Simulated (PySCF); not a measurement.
**Static response to an electric field**

C5H12N2Si.
Structure used (PBE0-D3(BJ)/def2-SVP), in Å, numbered top down from 1:
```xyz
20
C5H12N2Si angstrom
C      2.5966    0.6147    0.0039
N      1.5576   -0.3395   -0.2558
C      0.3545    0.0314   -0.1422
C     -0.7947   -0.8962   -0.4067
C     -1.7201   -0.3077   -1.4891
N     -2.5705    0.6704   -0.8387
Si    -2.8535    0.3509    0.8431
C     -1.6394   -1.0992    0.8721
H      3.2374    0.7147   -0.8880
H      2.2287    1.6213    0.2890
H      3.2485    0.2382    0.8097
H      0.0885    1.0705    0.1569
H     -0.3588   -1.8461   -0.7518
H     -1.1153    0.1564   -2.2889
H     -2.2910   -1.1331   -1.9633
H     -3.1008    1.2852   -1.4408
H     -4.2543   -0.0533    1.1977
H     -2.5085    1.5044    1.7367
H     -1.0118   -1.1787    1.7723
H     -2.2157   -2.0363    0.7962
```

Level: PBE0/def2-SVPD (PySCF), static field, nuclei fixed, core orbitals frozen in the response. The polarisability tensor in these axes (au):

```
x   125.02  -0.01  -4.77
y    -0.01  90.67   3.21
z    -4.77   3.21  91.06
```

Diagonalise the tensor; give its mean and Δα, where Δα² is half the sum of the squared differences of the eigenvalues.

Principal values 87.35, 93.72 and 125.68 au; mean 102.25 au = 15.15 Å³ = 16.86 × 10⁻⁴⁰ C²·m²/J; Δα = 35.57 au (35 % of the mean).

What is the dipole moment, and where does it point?

(-0.79, 0.82, -0.49) D, 1.24 D in size, pointing from the negative to the positive side. Measured along this direction, the outermost atoms are H11 at the negative end and H16 at the positive end.

Refractivity n − 1 of an ideal gas of it at 350 K and 1 atm, from the electronic α?

N = p/kT = 2.0968 × 10¹⁹ cm⁻³, so n − 1 = 2π × N × 15.15 × 10⁻²⁴ cm³ = 1996 × 10⁻⁶ at long wavelengths.

Orientational against electronic polarisability at 400 K (dilute gas, rigid molecules)?

In Gaussian units μ²/3kT = 9.35 Å³ against 15.15 Å³, a ratio of 0.62; the Debye molar polarisation (4π/3)N_A(α + μ²/3kT) is 61.8 cm³/mol, leaving out the vibrational part.

Find the Langevin capture rate constant for H3+ (3.023 u) meeting this molecule (128.077 u), k = 2.342 × 10⁻⁹ cm³/s × √(α in Å³ / reduced mass in u).

The reduced mass is 2.95 u, so k = 5.30 × 10⁻⁹ cm³/s. The formula leaves out the permanent dipole, which adds to the capture rate.

What are the principal values of the traceless quadrupole moment, Θ = ½Σq(3rr − r²1), about the centre of nuclear charge?

-8.71, 3.12, 5.58 D·Å. The values depend on the origin, since the dipole doesn't vanish. The electronic extent ⟨r²⟩ about the same centre is 1443 bohr², a root-mean-square distance of 2.40 Å for the 70 electrons.

Molar refractivity from α?

Lorentz–Lorenz: R = (4π/3)N_A α = 2.5225 cm³/(mol·Å³) × 15.15 Å³ = 38.2 cm³/mol, in the limit of long wavelengths.

One conformer (not necessarily the lowest) at the PBE0-D3(BJ)/def2-SVP geometry, without solvent, vibrations or thermal averaging.
